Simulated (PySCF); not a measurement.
KCl, SMILES [K][Cl]. Atoms are numbered in the order given.

```xyz
2

K      0.0000     0.0000    -1.2723
Cl     0.0000     0.0000     1.4220
```

Geometry: PBE0-D3(BJ)/def2-TZVPD.

Two levels are set side by side: PBE/pcSseg-2 (PySCF) and PBE0/pcSseg-2 (PySCF). GIAO shifts against HCl (³⁵Cl) at the same level; non-relativistic, no solvent, atoms listed together averaged. Without spin–orbit terms, shifts of atoms bonded to Cl or Br come out too high at both levels. Differences are taken from unrounded values.

```csv
quantity,PBE0,PBE,PBE minus PBE0
δ(³⁵Cl) of Cl2 (ppm),-32.7,-6.3,26.4
```

Rough cost on one machine, each run with all the roots and properties that it gave: PBE0 against PBE within a factor of 2.
